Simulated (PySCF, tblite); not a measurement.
Parent: `[CH3:1][n+:2]1[cH:3][cH:4][n:5]([C:6]([CH3:7])([CH3:8])[CH3:9])[n:10]1` (charge +1), [C7H14N3]+.

Structures optimised with GFN2-xTB, isolated species. One conformer each, not checked by frequencies here.

```
coordinate of the parent    value
                   C1–N2  1.433 Å
                   N2–C3  1.348 Å
                   C3–C4  1.374 Å
                   C4–N5  1.347 Å
                   N5–C6  1.470 Å
                   C6–C7  1.530 Å
                   C6–C8  1.522 Å
                   C6–C9  1.528 Å
                  N5–N10  1.297 Å
                  N2–N10  1.297 Å
                C1–N2–C3   128.2°
               C1–N2–N10   120.9°
               C3–N2–N10   110.9°
                N2–C3–C4   105.3°
                C3–C4–N5   105.5°
                C4–N5–C6   129.7°
               C4–N5–N10   110.8°
               C6–N5–N10   119.5°
                N5–C6–C7   106.7°
                N5–C6–C8   109.7°
                N5–C6–C9   107.3°
                C7–C6–C8   111.2°
                C7–C6–C9   110.8°
                C8–C6–C9   111.0°
               N2–N10–N5   107.5°
```

Question: How does the shared frame change in `[CH3:1][n:2]1[cH:3][cH:4][n+:5]([CH:6]2[CH2:7][CH2:8]2)[n:9]1` (charge +1) with C4–N5–C6–C7 -35°, [C6H10N3]+? Atoms pair as C1 = C1, N2 = N2, C3 = C3, C4 = C4, N5 = N5, N10 = N9 (parent first).

Answer: 
```csv
parent,relative,value in the relative,change
C1–N2,C1–N2,1.432 Å,-0.001
N2–C3,N2–C3,1.347 Å,-0.001
C3–C4,C3–C4,1.374 Å,0.000
C4–N5,C4–N5,1.352 Å,+0.005
N5–N10,N5–N9,1.299 Å,+0.002
N2–N10,N2–N9,1.301 Å,+0.004
C1–N2–C3,C1–N2–C3,128.3°,+0.1
C1–N2–N10,C1–N2–N9,120.8°,-0.1
C3–N2–N10,C3–N2–N9,110.9°,0.0
N2–C3–C4,N2–C3–C4,105.6°,+0.3
C3–C4–N5,C3–C4–N5,105.4°,-0.1
C4–N5–N10,C4–N5–N9,110.9°,+0.1
N2–N10–N5,N2–N9–N5,107.3°,-0.2
```

Of the parent's bonds, C4–N5 and N2–N10 change most and about equally (+0.004 to +0.005 Å). Bonds of the relative outside the shared frame: N5–C6 1.416, C6–C7 1.506, C7–C8 1.490, C6–C8 1.506 Å.

These are computed values.
